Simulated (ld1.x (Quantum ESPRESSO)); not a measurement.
**Which change was made? (As, RRKJ)**

arsenic, norm-conserving RRKJ (Kleinman–Bylander form), made with ld1.x (Quantum ESPRESSO) 7.5 (PBE, scalar-relativistic). Core [Ar] 3d10, reference 4s2 4p2.5 (charge +0.5). Waves: 4p (bound): rc 1.75 bohr; 4d channel at -0.1 Ry: rc 1.75 bohr; 4s (bound): rc 1.30 bohr. Local part: the s channel. Core correction: a·sin(br)/r model core inside 0.65 bohr. rho0 = 0.005.

Cutoffs, loose and tight: the cutoffs (Ry, on a coarse ladder) from which the occupation-weighted sum of valence levels, in a spherical-Bessel basis at the reference potential, stays within 10 and 1 mRy of its value at 400 Ry. They do not see the model core or the augmentation charge, which bear on the density cutoff. Test errors are all-electron minus pseudo excitation energies from the reference, over the configurations 4s2 4p3; 4s2 4p2; 4s2 4p1; 4s2 4p3.3; 4s0 4p5; 4s2 4p0; 4s1 4p4; variants that change the core or the reference have their own tests.

The base gives: outcome: generated; cutoff, loose: 45 Ry; cutoff, tight: 100 Ry; bound ghosts: d; largest test error (meV): -66.

Question: After one change the result is: outcome: generated; cutoff, loose: 35 Ry; cutoff, tight: 50 Ry; bound ghosts: none; largest test error (meV): -59. Which change was it?
A. all radii but the core radius scaled by about 1.30 (s 1.70, p 2.28, d 2.28 bohr)
B. all radii but the core radius scaled by about 0.86 (s 1.12, p 1.50, d 1.50 bohr)
C. all radii but the core radius scaled by about 0.78 (s 1.00, p 1.36, d 1.36 bohr)
D. all radii but the core radius scaled by about 0.95 (s 1.22, p 1.66, d 1.66 bohr)

Answer: A. The others give: all radii but the core radius scaled by about 0.78 (s 1.00, p 1.36, d 1.36 bohr) → outcome: failed: compute_chi: n is too large | all radii but the core radius scaled by about 0.95 (s 1.22, p 1.66, d 1.66 bohr) → outcome: generated; cutoff, loose: 70 Ry; cutoff, tight: 160 Ry; bound ghosts: p, d; largest test error (meV): -65 | all radii but the core radius scaled by about 0.86 (s 1.12, p 1.50, d 1.50 bohr) → outcome: generated; cutoff, loose: 70 Ry; cutoff, tight: 260 Ry; bound ghosts: p, d; largest test error (meV): -90.
